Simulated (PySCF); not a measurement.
C3H3N2, SMILES [N]1N=CC=C1 (connectivity only; charge and spin as stated), charge -1, multiplicity 1. Atoms are numbered in the order given.

```xyz
8

C      0.0000     0.0000    -1.1751
C      0.0000     1.0969    -0.2922
N      0.0000     0.6783     0.9913
N      0.0000    -0.6783     0.9913
C      0.0000    -1.0969    -0.2922
H      0.0000     0.0000    -2.2676
H      0.0000     2.1666    -0.5264
H      0.0000    -2.1666    -0.5264
```
Charge -1, spin multiplicity 1.

The structure is a stationary point at r2SCAN-D4/def2-SVPD. The spin state was assumed, not searched. The isomer is the one that the SMILES or the coordinates give; other isomers of the formula were not compared.

These are PySCF with PBE/def2-SVPD values and carry that method's errors.

Symmetry labels are those of the subgroup C2v that the program uses (full group C2v).

Problem. List the valence orbital energies around the gap with their symmetry. (The exact figures need the calculation; the answer reports its results.)

Solution. 
```tsv
orbital	symmetry	energy (eV)
HOMO−7	A1	-6.75
HOMO−6	A1	-4.60
HOMO−5	B1	-4.17
HOMO−4	B2	-3.75
HOMO−3	A1	-1.22
HOMO−2	B1	-0.10
HOMO−1	A2	-0.05
HOMO	B2	0.36
LUMO	A1	4.67
LUMO+1	B2	5.08
LUMO+2	A1	5.47
LUMO+3	A2	5.75
```
